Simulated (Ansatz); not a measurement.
Energy needed to pull apart SiH2ICl (SMILES Cl[SiH2]I), singlet, into free ground-state atoms, from the structure below (displaced at random from its PBE0-D4/def2-TZVP minimum); no zero-point or spin–orbit terms; open-shell atoms are treated unrestricted, in their ground-state multiplicity.

```tsv
atom	x (Å)	y (Å)	z (Å)
Cl1	-1.7562	0.4234	-0.8968
Si2	0.0247	0.0256	0.1713
I3	1.5276	-1.2917	-1.1349
H4	-0.3466	-0.6991	1.3507
H5	0.6787	1.3462	0.5169
```

Ansatz 0.2.0; basis: def2-TZVPP; cores frozen in the correlated methods. Filled d shells of the heavier atoms are correlated. Core potentials replace the inner electrons of the atoms past krypton. The def2 sets are not built for correlating such inner shells, so the correlated values are less sure here.

| method | atomization energy (kJ/mol) |
| --- | --- |
| PBE-D4 | ? |
| r2SCAN-D4 | 1358 |
| PBE0-D4 | 1343 |
| wB97M-V | 1351 |
| HF | 1009 |
| MP2 | 1341 |
| CCSD | ? |
| CCSD(T) | 1311 |

Q: What does CCSD give? (Judge from chemistry; the value comes from the calculation.)

A: By the calculation: 1289 kJ/mol, which is about 23 kJ/mol less than CCSD(T)/def2-TZVPP.

Q: What does PBE-D4 give? (An estimate is asked for; the value comes from the calculation.)

A: Computed: 1351 kJ/mol, which is about 39 kJ/mol more than CCSD(T)/def2-TZVPP.

In triple zeta the MP2 and coupled-cluster atomization energies are still short of their basis limit by a few kcal/mol a bond, whereas those of the functionals are nearly converged, so these differences are not deviations from converged CCSD(T).

T1 diagnostic: at most 0.009.

For scale, one of the runs: CCSD(T)/def2-TZVPP forces, 162 basis functions (an equivalent command: `ansatz run in.yaml --threads 4`). Time: 80 s of wall clock on 4 CPU threads; the host was shared. Peak host memory: 2.4 GiB.
